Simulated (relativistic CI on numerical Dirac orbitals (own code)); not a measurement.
Fe+ in a cubic cluster: L2,3 absorption with charge transfer

Computed with a charge-transfer multiplet model of a cubic metal-ligand cluster with up to 2 ligand holes, Slater and spin-orbit integrals from Dirac-Coulomb-Breit ions, Slater integrals scaled by 0.9. The ground state mixes d7 with configurations of k ligand holes L, whose averages lie at kΔ + k(k − 1)U_dd/2; a core hole lowers each added d electron by U_cd. 300 K, Lorentzian 0.4 eV and Gaussian 0.3 eV FWHM.

Atomic integrals in eV (Slater integrals scaled, ζ unscaled), ground: F2dd 8.720, F4dd 5.369, zeta_d 0.042; with the core hole: F2dd 9.496, F4dd 5.858, zeta_d 0.059, zeta_core 8.141, F2cd 5.556, G1cd 4.080, G3cd 2.317.

Cluster parameters (eV): U_dd = 6.6, U_cd = 8.1, 10Dq = 1.05, 10Dq(ligand) = 1.6, V(eg) = 2.55, V(t2g) = -1.14, final-state hopping factor = 0.9.

```csv
Case,n_d,d7,d8L,d9L2,S
Δ = 6.2 eV,7.19,0.82,0.18,0.01,1.43
Δ = 8.2 eV,7.13,0.88,0.12,0.00,1.50
Δ = 9.2 eV,7.11,0.90,0.10,0.00,1.50
Δ = 10.2 eV,7.09,0.91,0.09,0.00,1.50
Δ = 11.2 eV,7.08,0.92,0.08,0.00,1.50
```

Weights, n_d and S are thermal averages at 300 K. Photon energies count from the first peak over 30 % of the highest in each spectrum, which can be another peak from case to case. The parameters are a model scan and need not match a compound or its usual spin state. Peaks in eV (height, largest 100):
- Δ = 6.2 eV: 0.0 (56), 0.7 (33), 2.0 (100), 3.1 (94), 4.2 (21), 13.3 (6), 14.5 (24), 15.2 (25), 15.8 (21), 16.8 (11)
- Δ = 8.2 eV: 0.0 (61), 1.9 (100), 3.1 (97), 4.2 (24), 12.8 (6), 13.3 (8), 14.4 (28), 15.2 (26), 15.7 (24), 16.8 (10)
- Δ = 9.2 eV: 0.0 (61), 1.9 (100), 3.1 (99), 4.2 (25), 5.2 (13), 13.4 (8), 14.4 (29), 15.2 (27), 15.7 (24), 16.8 (9)
- Δ = 10.2 eV: 0.0 (61), 1.8 (100), 3.1 (100), 4.2 (25), 5.2 (13), 12.7 (6), 13.4 (8), 14.3 (29), 15.1 (27), 15.7 (25), 16.8 (9)
- Δ = 11.2 eV: 0.0 (60), 1.9 (100), 3.1 (100), 4.3 (25), 5.3 (14), 12.8 (5), 13.4 (8), 14.4 (30), 15.2 (27), 15.7 (24), 16.8 (9)

Curve for Δ = 6.2 eV (points under 2 left out, the grid thinned):

(E (eV), Intensity): (-1.6, 2.2), (-1.3, 2.9), (-1.0, 4.4), (-0.6, 10.0), (-0.3, 28.7), (0.0, 55.6), (0.3, 32.0), (0.6, 30.7), (0.9, 30.0), (1.3, 47.7), (1.6, 77.8), (1.9, 99.9), (2.2, 75.7), (2.5, 51.2), (2.9, 81.8), (3.2, 85.9), (3.5, 42.2), (3.8, 23.6), (4.1, 20.6), (4.4, 20.2), (4.8, 15.3), (5.1, 12.9), (5.4, 9.5), (5.7, 6.1), (6.0, 4.8), (6.4, 3.1), (6.7, 2.4), (12.5, 3.3), (12.8, 4.1), (13.1, 4.7), (13.4, 5.2), (13.8, 4.8), (14.1, 11.1), (14.4, 23.2), (14.7, 20.8), (15.0, 22.0), (15.4, 22.0), (15.7, 20.4), (16.0, 19.2), (16.3, 14.3), (16.6, 11.2), (16.9, 10.6), (17.3, 4.8), (17.6, 2.7), (17.9, 2.1)

For the case Δ = 8.2 eV, Δ = 8.2 eV is larger than U_dd = 6.6 eV, the Mott-Hubbard side of the Zaanen-Sawatzky-Allen scheme. With the core hole the configuration with one ligand hole lies at Δ + U_dd − U_cd = 4.7, 6.7, 7.7, 8.7, 9.7 eV from the one without, in the order of the table; where this is negative the screened configuration lies lower.
